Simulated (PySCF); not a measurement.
CH5BrOSi.

```xyz
9

Si     0.0207    -0.7545     0.6975
C      1.7422    -1.4241     0.3792
O     -1.1981    -1.8213     0.2750
Br    -0.1712     1.1676    -0.4759
H     -0.2284    -0.4424     2.1368
H      1.8897    -2.3779     0.9264
H      2.5065    -0.6977     0.7219
H      1.9072    -1.6067    -0.7019
H     -1.2406    -2.0644    -0.6665
```
Charge 0, spin multiplicity 1.

The structure is a stationary point at PBE-D3(BJ)/def2-SVP. This is a generated structure with no PubChem entry under its InChIKey; it may be hypothetical. The values are those of a single conformer.

The numbers are results of PBE/pcSseg-1 (PySCF), not measurements. Non-relativistic, no solvent.

**Question.** Give the absolute GIAO shielding of each atom: isotropic value and principal components (ppm). (An estimate is asked for; the answer gives what the named calculation found.)

**Answer.** 
| atom | σ(iso) | σ11 | σ22 | σ33 | span |
|---|---|---|---|---|---|
| Si1 | 312.0 | 274.2 | 315.0 | 346.8 | 72.7 |
| C2 | 169.7 | 157.2 | 166.0 | 185.9 | 28.7 |
| O3 | 247.7 | 215.9 | 242.1 | 285.1 | 69.1 |
| Br4 | 2434.8 | 2070.6 | 2421.3 | 2812.4 | 741.9 |
| H5 | 25.4 | 21.8 | 23.1 | 31.2 | 9.3 |
| H6 | 30.4 | 26.3 | 27.3 | 37.5 | 11.2 |
| H7 | 30.5 | 26.2 | 29.1 | 36.0 | 9.8 |
| H8 | 30.4 | 26.9 | 29.2 | 35.2 | 8.3 |
| H9 | 29.4 | 22.9 | 26.0 | 39.3 | 16.4 |
